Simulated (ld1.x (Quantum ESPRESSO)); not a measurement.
## Which change was made? (Au, RRKJ)

gold (Au), norm-conserving RRKJ (Kleinman–Bylander form), made with ld1.x (Quantum ESPRESSO) 7.5 (PBE, scalar-relativistic). Core [Kr] 4d10 4f14 5s2, reference 5p6 5d10 6s1 6p0. Waves: 5p (bound): rc 1.85 bohr; 5d (bound): rc 2.30 bohr; 6s (bound): rc 2.35 bohr. Local part: the s channel. Core correction: a·sin(br)/r model core inside 1.25 bohr. rho0 = 0.001.

Cutoffs, loose and tight: the cutoffs (Ry, on a coarse ladder) from which the occupation-weighted sum of valence levels, in a spherical-Bessel basis at the reference potential, stays within 10 and 1 mRy of its value at 400 Ry. They do not see the model core or the augmentation charge, which bear on the density cutoff. Test errors are all-electron minus pseudo excitation energies from the reference, over the configurations 5p6 5d10 6s0 6p0; 5p6 5d9 6s0 6p0; 5p6 5d8 6s0 6p0; 5p6 5d9 6s1 6p0; 5p6 5d10 6s0.5 6p0; 5p6 5d7 6s0 6p0; 5p6 5d10 6s0 6p1; variants that change the core or the reference have their own tests.

The base gives: outcome: generated; cutoff, loose: 35 Ry; cutoff, tight: 45 Ry; bound ghosts: none; largest test error (meV): -454.

**Question.** After one change the result is: outcome: generated; cutoff, loose: 35 Ry; cutoff, tight: 90 Ry; bound ghosts: none; largest test error (meV): -312. Which change was it?
A. core [Kr] 4d10 4f14, valence charge 19; reference 5s2 5p6 5d10 6s1 6p0; waves now 5s (bound): rc 1.15 bohr; 5p (bound): rc 1.35 bohr; 5d (bound): rc 2.30 bohr; local potential all-electron potential smoothed inside 1.00 bohr (lloc = -1); core correction none
B. type PAW; waves now 6s (bound): rcut 2.05, rcutus 2.35 bohr; 6s channel at 3.35 Ry: rcut 2.05, rcutus 2.35 bohr; 5p (bound): rcut 1.60, rcutus 1.85 bohr; 6p (bound): rcut 1.60, rcutus 1.85 bohr; 5d (bound): rcut 2.00, rcutus 2.30 bohr; 5d channel at 3.45 Ry: rcut 2.00, rcutus 2.30 bohr; local potential all-electron potential smoothed inside 1.65 bohr (lloc = -2); augmentation BESSEL, radius 1.25 bohr; rho0 0
C. wave 6s (bound): rc 2.35 bohr becomes 6s (bound): rc 1.62 bohr

**Answer.** C. The others give: type PAW; waves now 6s (bound): rcut 2.05, rcutus 2.35 bohr; 6s channel at 3.35 Ry: rcut 2.05, rcutus 2.35 bohr; 5p (bound): rcut 1.60, rcutus 1.85 bohr; 6p (bound): rcut 1.60, rcutus 1.85 bohr; 5d (bound): rcut 2.00, rcutus 2.30 bohr; 5d channel at 3.45 Ry: rcut 2.00, rcutus 2.30 bohr; local potential all-electron potential smoothed inside 1.65 bohr (lloc = -2); augmentation BESSEL, radius 1.25 bohr; rho0 0 → outcome: generated; cutoff, loose: 30 Ry; cutoff, tight: 50 Ry; bound ghosts: none; largest test error (meV): -46 | core [Kr] 4d10 4f14, valence charge 19; reference 5s2 5p6 5d10 6s1 6p0; waves now 5s (bound): rc 1.15 bohr; 5p (bound): rc 1.35 bohr; 5d (bound): rc 2.30 bohr; local potential all-electron potential smoothed inside 1.00 bohr (lloc = -1); core correction none → outcome: generated; cutoff, loose: 140 Ry; cutoff, tight: 180 Ry; bound ghosts: s; largest test error (meV): no test is counted, since the test run did not reproduce the reference configuration.
